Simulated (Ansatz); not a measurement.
Consider the formal exchange of groups at the Si–Si bond: `F[Si@H](Cl)[Si@@H](F)Cl` + `CC(N)=O` → `NC(=O)[SiH](F)Cl` + `C[SiH](F)Cl`.

Computed with Ansatz on PBE0-D4/def2-TZVP structures; ΔE is electronic, products minus reactants. CBS: MP2 limit from def2 TZ/QZ plus the TZ coupled-cluster correction, frozen cores. Functionals use def2-TZVPP. B3LYP here is the variant with VWN-RPA as its local correlation; programs differ in this. Each species was taken in one conformer, which may not be the lowest.

`F[Si@H](Cl)[Si@@H](F)Cl`:

```xyz
8

F    -1.331    0.842    1.615
Si   -0.683    0.941    0.162
Cl    0.488    2.612    0.088
Si    0.683   -0.941   -0.162
F     1.331   -0.842   -1.615
Cl   -0.488   -2.612   -0.088
H    -1.778    1.087   -0.821
H     1.778   -1.088    0.821
```

`CC(N)=O`:

Cartesian coordinates in Å:
```
C -0.188 -0.520 -0.952
C -0.421 0.004 0.443
N 0.603 0.713 0.983
O -1.458 -0.189 1.040
H -0.902 -0.039 -1.624
H 0.822 -0.351 -1.326
H -0.402 -1.589 -0.960
H 1.460 0.878 0.490
H 0.485 1.093 1.906
```

`NC(=O)[SiH](F)Cl`:

```xyz
9

N     0.688    0.374   -1.373
C     0.045   -0.522   -0.596
O    -0.296   -1.629   -0.968
Si   -0.369   -0.061    1.203
F     0.408    1.280    1.594
Cl   -2.364    0.289    1.355
H     0.966    1.271   -1.016
H     0.905    0.134   -2.329
H     0.018   -1.137    2.130
```

`C[SiH](F)Cl`:

```xyz
8

C     0.461    0.681    0.589
Si   -0.485   -0.503   -0.460
F    -0.763    0.156   -1.884
Cl    0.608   -2.205   -0.770
H    -0.113    1.599    0.737
H     0.669    0.241    1.567
H     1.412    0.936    0.117
H    -1.790   -0.904    0.104
```

| level | ΔE (kcal/mol) | difference from CCSD(T)/CBS |
| --- | --- | --- |
| PBE-D4 | -7.9 | 1.8 |
| r2SCAN-D4 | -9.7 | 0.0 |
| PBE0-D4 | -7.6 | 2.1 |
| B3LYP-D4 | -9.0 | 0.7 |
| ωB97X-V | -8.6 | 1.1 |
| ωB97M-V | -10.9 | -1.2 |
| B2PLYP | -10.0 | -0.3 |
| PBE | -7.8 | 1.9 |
| r2SCAN | -9.7 | 0.0 |
| PBE0 | -7.6 | 2.1 |
| B3LYP | -9.0 | 0.7 |
| HF/def2-TZVPP | -7.3 | 2.4 |
| MP2/def2-TZVPP | -11.5 | -1.8 |
| SCS-MP2/def2-TZVPP | -10.7 | -1.0 |
| CCSD/def2-TZVPP | -9.5 | 0.2 |
| CCSD(T)/def2-TZVPP | -10.0 | -0.3 |
| HF/def2-QZVPP | -7.3 | 2.4 |
| MP2/def2-QZVPP | -11.3 | -1.6 |
| SCS-MP2/def2-QZVPP | -10.6 | -0.9 |
| HF/CBS(def2) | -7.3 | 2.4 |
| MP2/CBS(def2) | -11.2 | -1.5 |
| CCSD/CBS(def2) | -9.2 | 0.5 |
| CCSD(T)/CBS | -9.7 | 0 |

Largest T1 diagnostic among the species: 0.014.

In def2-TZVPP, CCSD(T) changes the Hartree–Fock value by −2.7 kcal/mol (the triples alone add −0.5 kcal/mol) and MP2 by −4.2 kcal/mol.
